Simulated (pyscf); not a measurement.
# O=CH–O–SiH₃, singlet

Gas-phase minimum from PySCF at ωB97X-D3(BJ)/def2-SVP, one conformer. 

```xyz
8

O     -1.3922     0.6197     1.1754
C     -1.8632     0.4215     0.0878
O     -1.3697    -0.4583    -0.7856
Si     0.0232    -1.3551    -0.3113
H     -2.7564     0.9418    -0.3159
H     -0.2879    -2.1786     0.8829
H      1.1589    -0.4326    -0.0662
H      0.2894    -2.2162    -1.4892
```
Charge 0, spin multiplicity 1.

Bonds (Å): O1–C2 1.202, C2–O3 1.334, C2–H5 1.110, O3–Si4 1.723, Si4–H6 1.484, Si4–H7 1.484, Si4–H8 1.483. Angles (°): O1–C2–O3 123.8, O1–C2–H5 124.6, O3–C2–H5 111.6, C2–O3–Si4 117.5, O3–Si4–H6 109.9, O3–Si4–H7 109.9, O3–Si4–H8 103.2, H6–Si4–H7 111.9, H6–Si4–H8 110.8, H7–Si4–H8 110.8.

Properties at ωB97X-D3(BJ)/def2-SVP:

| Property | Value |
|---|---|
| Harmonic wavenumbers, unscaled | 164, 199, 254, 659, 722, 731, 841, 962, 968, 974, 1067, 1269, 1401, 1864, 2301, 2308, 2309, 3093 cm⁻¹ |
| Zero-point energy | 31.6 kcal/mol |
| Rotational symmetry number | 1 |
| Entropy of this conformer at 298 K and 1 atm, rigid rotor and harmonic oscillator, modes under 100 cm⁻¹ raised to 100 | 299.4 J/(mol K) |
| Dipole moment | 1.45 D |

Single-point totals, which compare only within one level (frozen core for MP2 and CC):

```
level                   total energy (hartree)
----------------------  ----------------------
ωB97X-D3(BJ)/def2-TZVP              -480.64453
PBE/def2-TZVP                       -480.21789
r²SCAN/def2-TZVP                    -480.45501
B3LYP-D3(BJ)/def2-TZVP              -480.61340
PBE0-D3(BJ)/def2-TZVP               -480.24954
M06-2X/def2-TZVP                    -480.48052
ωB97M-D3(BJ)/def2-TZVP              -480.66420
HF/def2-TZVPP                       -478.99298
MP2/def2-TZVPP                      -479.73817
CCSD/def2-TZVPP                     -479.76159
CCSD(T)/def2-TZVPP                  -479.79250
```

Soft torsions are taken as harmonic, which can shift the entropy by several J/(mol K). The CCSD(T) − MP2 part came from Ansatz, without density fitting, on the same reference.
